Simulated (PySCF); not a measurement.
Gas-phase reaction: GeF3 + 5 Cl → GeCl2 + 3 ClF

Method: PySCF energies plus ideal-gas RRHO corrections (1 bar). † marks an energy on the PBE0/def2-TZVP geometry and frequencies; other levels use their own. CCSD(T) freezes the core. 6-31G* has spherical d functions here. Open shells (unrestricted): GeF3 (multiplicity 2), Cl (multiplicity 2); the rest are closed-shell singlets. Spin-orbit splitting is ignored; it lowers the true energy and changes the entropy of Cl. Ge: all electrons, no relativistic terms. GeF3: computed as isolated molecules; such fragments, hydroxides, amides, oligomers or adducts are transient or little studied in the gas. CCSD(T) isn't extrapolated to the basis-set limit.

HF/6-31G* gives ΔH°(298 K) = 315 kJ.

Question: What do ωB97X-V/def2-TZVP†, M06-2X/def2-TZVP†, CCSD(T)/def2-SVP† give?

Answer: ωB97X-V/def2-TZVP†: -201 kJ; M06-2X/def2-TZVP†: -170 kJ; CCSD(T)/def2-SVP†: -26 kJ. For scale, ΔH°(298 K) is 315 kJ at this level, -232 kJ at ωB97M-V/def2-TZVP†, and runs from -482 to 315 kJ over the 20 levels computed († marks an energy on the PBE0/def2-TZVP geometry).
